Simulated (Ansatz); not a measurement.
Total energies of C2H4B2O (`BC#CBO`).

```tsv
atom	x (Å)	y (Å)	z (Å)
B1	-2.3767	-0.0900	0.8886
C2	-0.9782	-0.0896	0.3740
C3	0.1676	-0.0754	-0.0499
B4	1.5917	-0.1505	-0.5625
O5	2.2129	0.9799	-0.9659
H6	-2.5793	0.0581	2.0557
H7	-3.2874	-0.2393	0.1314
H8	2.1400	-1.2168	-0.5996
H9	3.1093	0.8238	-1.2717
```

The species carries charge 0 and has multiplicity 1. The geometry is a stationary point of PBE0-D4/def2-TZVP. It is one conformer, not always the lowest. Basis def2-TZVPP, the Gaussian-basis code of Ansatz.

RPA on PBE orbitals: Hartree–Fock energy of these orbitals -202.32423 Eh, correlation -1.19129 Eh (frozen core).

| functional | energy without D4 (Eh) | D4 term (kJ/mol) |
| --- | --- | --- |
| LDA (SPW92) | -201.75833 | – |
| revPBE | -203.54304 | -43.2 |
| r2SCAN | -203.48228 | -3.3 |
| PBE0 | -203.34843 | -11.0 |
| B3LYP | -203.62313 | -21.1 |
| r2SCANh | -203.47184 | -3.5 |
| CAM-B3LYP | -203.50201 | -11.1 |
| LC-ωPBE | -203.44194 | – |
| ωB97X-V | -203.53869 | – |
| B2PLYP | -203.43958 | – |

(1) Give the same for PBE, BLYP, B97M-V, r2SCAN0, HSE06 (plane-wave form), BHLYP, ωB97M-V, PBE-QIDH. (Estimate.)

B3LYP takes the VWN-RPA correlation (the form of Gaussian; ORCA's B3LYP/G). HSE06 is the plane-wave form, built on full-range PBE exchange. The double hybrids freeze the cores in their second-order part.

Results:

(1) Ansatz gave: 
```csv
functional,energy without D4 (Eh),D4 term (kJ/mol)
PBE,-203.33152,-13.1
BLYP,-203.54422,-29.3
B97M-V,-203.60875,–
r2SCAN0,-203.45724,-3.8
HSE06 (plane-wave form),-203.33707,-10.2
BHLYP,-203.50031,-15.3
ωB97M-V,-203.52360,–
PBE-QIDH,-203.31489,–
```

LC-ωPBE has ω = 0.4 bohr⁻¹.
